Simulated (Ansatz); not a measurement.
Geometry optimisation, RKS B3LYP/def2-SVP (Ansatz).

Input:

```yaml
crystal:
  periodic: [false, false, false]
  atoms:
    - { symbol: Zr, position_ang: [0.0, 0.0, 0.0] }
    - { symbol: "N", position_ang: [0.0, 0.0, 2.56] }
    - { symbol: H, position_ang: [-0.877, -0.2713, 3.09] }
    - { symbol: H, position_ang: [0.877, 0.2713, 3.09] }
    - { symbol: Cl, position_ang: [2.3764, 0.0, -0.8392] }
    - { symbol: Cl, position_ang: [-1.1869, 2.0563, -0.8392] }
    - { symbol: Cl, position_ang: [-1.1869, -2.0563, -0.8392] }
    - { symbol: Cl, position_ang: [1.4718, -2.235, 0.8892] }
    - { symbol: H, position_ang: [0.7751, -1.177, 2.2106] }
basis:
  gaussian: { orbitals: def2-SVP }
hamiltonian:
  xc: b3lyp
relax:
  f_tol: 0.15
  max_steps: 25
  restrain:
    - { distance: [0, 7], at: 2.52, k: 30.0 }
    - { distance: [8, 1], at: 1.06, k: 30.0 }
    - { distance: [0, 1], at: 3.41, k: 30.0 }
    - { distance: [8, 7], at: 2.57, k: 30.0 }
output:
  orbitals: {}
```

Command:

```bash
$ ansatz run input.yaml --threads 4 --pin off --max-ram 5120MiB --backend cpu --events-out ev --progress --plain --runs-dir out
```

Where does it end, and by what steps?

It converged. The restraints hold the end off the free minimum; the threshold counts their pulls, which the force column leaves out. Restrained pairs: Zr1–Cl8 (2.82 → 2.48 Å), N2–H9 (1.45 → 1.04 Å), Zr1–N2 (2.56 → 3.40 Å), Cl8–H9 (1.83 → 2.58 Å). After 9 steps the energy has fallen by 3.207 eV (the restraints' own energy left out); Cl5 moved furthest, 1.14 Å.

```tsv
step	energy less start (eV)	largest force component (eV/Å)	accepted
0	0.0000	2.542	yes
1	-0.4952	4.466	yes
2	-0.9279	3.498	yes
3	-1.5478	2.743	yes
4	-1.8559	2.310	yes
5	-2.3855	2.042	yes
6	-2.8072	1.181	yes
7	-3.0290	0.971	yes
8	-3.1657	1.045	yes
9	-3.2067	1.064	yes
```

```xyz
9
Properties=species:S:1:pos:R:3
Zr 0.368 -0.495 -0.480
N 0.019 -0.109 2.876
H -0.880 -0.126 3.361
H 0.591 0.601 3.340
Cl 2.079 0.122 -1.937
Cl -0.746 1.548 -0.116
Cl -1.152 -1.750 -1.724
Cl 1.486 -2.179 0.964
H 0.484 -1.024 3.036
```

The run took 40 s on 4 threads of Arm Neoverse V1 (shared host), peak memory 0.39 GiB.
